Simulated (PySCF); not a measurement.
C2H9ClSi3, SMILES Cl[SiH2][Si@H]1CC[SiH2]1.

The structure is a stationary point at B3LYP-D3(BJ)/def2-SVP. The structure was generated by enumeration; whether it is a known compound was not checked. One conformer was computed; it need not be the lowest.

All values below come from PySCF with B3LYP-D3(BJ)/def2-SVP.

Frequencies are harmonic and unscaled.

Computed vibrational spectrum:
| mode | ν (cm⁻¹) | IR (km/mol) | moving atoms (share of kinetic energy) |
|---|---|---|---|
| 1 | 24 | 0.4 | Cl 38 %, Si 38 %, H 13 %, C 10 % |
| 2 | 63 | 0.7 | Si 39 %, Cl 27 %, H 19 %, C 15 % |
| 3 | 89 | 0.5 | Si 49 %, H 25 %, C 24 % |
| 4 | 150 | 2.8 | Si 40 %, H 29 %, Cl 16 %, C 15 % |
| 5 | 193 | 0.1 | H 36 %, C 35 %, Si 17 %, Cl 12 % |
| 6 | 347 | 9.5 | H 45 %, Si 33 %, C 22 % |
| 7 | 383 | 2.8 | Si 73 %, H 25 % |
| 8 | 437 | 3.6 | Si 54 %, H 40 % |
| 9 | 454 | 3.6 | H 48 %, Si 41 %, C 8 % |
| 10 | 485 | 10.5 | H 66 %, Si 31 % |
| 11 | 533 | 68.0 | Si 50 %, Cl 37 %, H 12 % |
| 12 | 543 | 4.5 | H 69 %, Si 20 %, C 9 % |
| 13 | 613 | 1.5 | H 65 %, C 22 %, Si 13 % |
| 14 | 644 | 22.0 | H 58 %, Si 23 %, C 19 % |
| 15 | 657 | 43.4 | H 62 %, C 25 %, Si 12 % |
| 16 | 691 | 35.4 | H 87 % |
| 17 | 720 | 42.6 | H 84 %, C 8 % |
| 18 | 723 | 146.7 | H 63 %, C 23 %, Si 15 % |
| 19 | 757 | 148.1 | H 67 %, C 22 %, Si 11 % |
| 20 | 832 | 53.8 | H 75 %, C 17 % |
| 21 | 842 | 98.6 | H 80 %, Si 12 % |
| 22 | 932 | 9.1 | C 61 %, H 39 % |
| 23 | 943 | 161.2 | H 90 % |
| 24 | 948 | 41.3 | H 95 % |
| 25 | 1014 | 21.5 | H 96 % |
| 26 | 1090 | 1.0 | H 70 %, C 29 % |
| 27 | 1194 | 1.9 | H 66 %, C 33 % |
| 28 | 1233 | 0.5 | H 83 %, C 17 % |
| 29 | 1424 | 6.4 | H 93 % |
| 30 | 1435 | 3.7 | H 91 %, C 9 % |
| 31 | 2201 | 63.6 | H 97 % |
| 32 | 2207 | 204.0 | H 97 % |
| 33 | 2208 | 4.7 | H 97 % |
| 34 | 2217 | 109.6 | H 96 % |
| 35 | 2220 | 132.9 | H 96 % |
| 36 | 3040 | 15.6 | H 95 % |
| 37 | 3043 | 12.8 | H 94 % |
| 38 | 3093 | 11.2 | H 90 %, C 10 % |
| 39 | 3103 | 9.4 | H 90 %, C 10 % |
